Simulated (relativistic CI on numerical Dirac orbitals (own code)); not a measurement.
**Spin-orbit doublets in the photoemission of bismuth**

Problem. Photoelectron lines from p, d and f shells are doublets, and peak fits need their splitting and area ratio. Find both for the 4f line of bismuth, from the calculated spin-orbit constant ζ(4f) = 1.505 eV of the closed-shell ion Bi³⁺ with one hole. Is the doublet resolved if instrument, lifetime and solid give each line a width of 2.0 eV (assumed)?

Working.
1. One hole with l = 3 gives j = 7/2 and j = 5/2. For a hole the level of higher j has the lower binding energy.
2. The splitting is (l + ½)ζ = 3.5 × 1.505 = 5.268 eV.
3. The areas follow 2j + 1: 8 : 6, so the weaker line has 0.750 of the stronger one's area, if the radial matrix elements are equal.
4. Splitting over width is 2.63: two separate peaks.

Check. The difference of tabulated binding energies of the element (N6 less N7; Elam, Ravel and Sieber, Radiat. Phys. Chem. 63, 121 (2002), rounded to 0.1 eV or more) is 5.3 eV.

All doublets of Bi³⁺, calculated as differences of Dirac-Coulomb-Breit total energies with one hole (eV):

```json
{"Shell": "2p", "Calculated": "2295", "Without Breit and QED": "2319", "Tabulated, element": "2292.0"}
{"Shell": "3p", "Calculated": "519.3", "Without Breit and QED": "524.6", "Tabulated, element": "519.0"}
{"Shell": "3d", "Calculated": "108.1", "Without Breit and QED": "109.9", "Tabulated, element": "108.0"}
{"Shell": "4p", "Calculated": "128.9", "Without Breit and QED": "130.3", "Tabulated, element": "126.4"}
{"Shell": "4d", "Calculated": "24.03", "Without Breit and QED": "24.45", "Tabulated, element": "23.9"}
{"Shell": "4f", "Calculated": "5.288", "Without Breit and QED": "5.473", "Tabulated, element": "5.3"}
{"Shell": "5p", "Calculated": "24.6", "Without Breit and QED": "24.9", "Tabulated, element": "26.4"}
{"Shell": "5d", "Calculated": "2.985", "Without Breit and QED": "3.045", "Tabulated, element": "3.1"}
```

The Breit and QED terms lower the splittings by 1.0 to 3.4 %.
